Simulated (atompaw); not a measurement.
# What one change does to a pseudopotential (erbium (Er), PAW (atompaw))

atompaw 4.2.0.5 input, output lines left out:

```
Er 68
LDA-PW scalarrelativistic loggrid 2001 logderivrange -6 5 276
6 6 5 4 0 0
6 1 0
5 2 0
4 3 12
0 0 0
c
c
c
c
v
v
c
c
c
v
v
c
c
v
v
3
3.00 2.20 2.55 2.85
n
n
y
2.25
n
y
0.75
n
custom polynom vanderbiltortho sinc
bessel
1.65
3.00
2.20
2.40
3.00
3.00
1.35
1.35
```

Change: all radii scaled by about 1.20 (s 1.98, p 2.62, d 3.58, f 1.62 bohr); local potential bessel scheme, radius 3.04 bohr; augmentation sinc compensation charge, radius 2.62 bohr; PAW radius 3.58 bohr; waves and projectors: custom polynom vanderbiltortho; core correction smooth core density matched at 3.40 bohr.

Cutoffs: the cutoffs (Ry, on a coarse ladder) from which the occupation-weighted sum of valence levels, in a spherical-Bessel basis at the reference potential, stays within 10 and 1 mRy of its value at 400 Ry; they do not see the model core or the augmentation charge, which bear on the density cutoff.

What does the change do?

The potential gets softer (110 Ry and 180 Ry → 80 Ry and 120 Ry); neither file shows a bound ghost. A larger radius leaves more room for a smooth pseudo-wave, so fewer plane waves are needed.

| quantity | base | changed |
| --- | --- | --- |
| cutoff, loose | 110 Ry | 80 Ry |
| cutoff, tight | 180 Ry | 120 Ry |
| loose cutoff by channel (10 mRy a level) | s 12 Ry, p 12 Ry, f 70 Ry | s 12 Ry, p 10 Ry, f 40 Ry |
| bound ghosts | none | none |
| lowest overlap eigenvalue by channel | s 0.49, p 0.76, d 0.91, f 1.00 | s 0.43, p 0.73, d 0.85, f 1.00 |

 The cutoffs see the waves, projectors and local potential, not the compensation charge or the core.
